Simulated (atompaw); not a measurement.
# Before and after: PAW (atompaw) potential for Hg (Z = 80)

```
Element                 : mercury (Hg)
Generator               : atompaw 4.2.0.5
Type                    : PAW
Functional              : PBE
Relativity              : non-relativistic
Frozen core             : [Kr] 4d10 4f14
Valence charge          : 20
Reference configuration : 5s2 5p6 5d10 6s1.5 6p0.5
Partial waves           : 5s (bound); 6s (bound); 5p (bound); 6p (bound); 5d (bound); 5d channel at -0.65 Ry
Local potential         : bessel scheme, radius 1.95 bohr
Core correction         : smooth core density matched at 1.85 bohr
Augmentation charge     : gaussian compensation charge, radius 1.85 bohr; PAW radius 2.10 bohr; waves and projectors: bloechl
```

All-electron outer shells of the reference configuration (PBE, non-relativistic, ld1.x):

| shell | level (eV) | outermost node (bohr) | outermost maximum (bohr) |
| --- | --- | --- | --- |
| 4d | -355.18 | 0.20 | 0.40 |
| 4f | -112.28 | – | 0.36 |
| 5s | -93.87 | 0.52 | 0.91 |
| 5p | -62.26 | 0.53 | 0.97 |
| 5d | -12.99 | 0.55 | 1.15 |
| 6s | -5.86 | 1.20 | 2.50 |
| 6p | -1.74 | 1.33 | 3.38 |

Change: all radii scaled by about 1.30 (s 1.42, p 2.54, d 2.08 bohr); local potential bessel scheme, radius 2.54 bohr; augmentation gaussian compensation charge, radius 2.40 bohr; PAW radius 2.72 bohr; waves and projectors: bloechl; core correction smooth core density matched at 2.40 bohr.

Cutoffs: the cutoffs (Ry, on a coarse ladder) from which the occupation-weighted sum of valence levels, in a spherical-Bessel basis at the reference potential, stays within 10 and 1 mRy of its value at 400 Ry; they do not see the model core or the augmentation charge, which bear on the density cutoff.

Task: What does the change do?

Result: The potential gets softer (45 Ry and 55 Ry → 35 Ry and 40 Ry); neither file shows a bound ghost. A larger radius leaves more room for a smooth pseudo-wave, so fewer plane waves are needed.

```csv
quantity,base,changed
"cutoff, loose",45 Ry,35 Ry
"cutoff, tight",55 Ry,40 Ry
loose cutoff by channel (10 mRy a level),"s 30 Ry, p 35 Ry, d 30 Ry","s 21 Ry, p 25 Ry, d 21 Ry"
bound ghosts,none,none
lowest overlap eigenvalue by channel,"s 0.40, p 0.59, d 0.00","s 0.60, p 0.72, d 0.92"
```

 The cutoffs see the waves, projectors and local potential, not the compensation charge or the core.
